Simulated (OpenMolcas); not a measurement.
**Cr4+: effect of the ligand basis**

Cr4+ with 6 ligands (fluoride) in octahedral coordination (Oh) at 1.86 Å. A charge of +0.333 e stands 2.8 Å behind each ligand.

- Program: OpenMolcas
- Method: SS-CASPT2, IPEA 0.25 Eh, imaginary shift 0.1 Eh (closed shells correlated: 3s 3p and the ligand valence shells)
- Spin-orbit coupling: RASSI with atomic mean-field integrals over the reference wave functions

Fixed: metal basis ANO-RCC-VTZP, active space 2 electrons in 5 orbitals (3d), DKH2 Hamiltonian.

States (labels of O, the rotations of Oh). Energies in cm-1 above the lowest state or level, χT in cm3 K/mol; under a threefold ground state the first gap can be a small split of the lowest multiplet, not the spin-orbit step; 10Dq and B are least-squares fits to the states below 45000 cm-1, weighted by degeneracy, with a free offset, and given where the rms deviation is under 5 % of |10Dq| (or 100 cm-1) and under 700 cm-1.

```csv
Run,Ligand basis,Ground state,First state of that spin,10Dq,B (rms of fit),First gap with spin-orbit (degeneracies),χT at 300 K,First state of another spin,Cost
A,ANO-RCC-VDZP,3T1,3T2 21530,22990,787 (301),"7 (2, 3)",0.724,1T2 10480,roughly 80 core-seconds
B,ANO-RCC-VTZP,3T1,3T2 21170,22526,796 (297),"7 (2, 3)",0.722,1T2 10680,roughly 7 core-minutes
```

Against A, |10Dq| changes by -2.0 % in B.

Costs are those of the CASPT2 steps.

Roots that are degenerate in the reference are averaged as groups; the widest CASPT2 spread within a group is 57 cm-1 (the 3-fold group of multiplicity 1 near 36200 cm-1 above the lowest state of its run, A). Shifts and gaps below about the spread of the groups concerned are not significant. Over all roots computed the reference weight is 0.68 to 0.70 in A, 0.68 to 0.70 in B; a low but even weight reflects the number of correlated electrons. An orbital triplet at a regular site is open to Jahn-Teller coupling, which can distort the site and quench the lowest spin-orbit gaps and is left out. Ligand-to-metal charge-transfer states are missing. With no ligand orbital active B as a rule stays too high, so bands that hang on it stand too high and its fall with covalency is understated. With one d shell and no ligand orbital active, 10Dq can be off by a tenth or more. The least metal-like active orbital is 82 % on the metal (Löwdin) and no ligand orbital is active, so the numbers are rough (holds for A). The least metal-like active orbital is 80 % on the metal (Löwdin) and no ligand orbital is active, so the numbers are rough (holds for B). No measured value stands beside these numbers; the geometry was imposed, not optimised, and the real ion may take another.
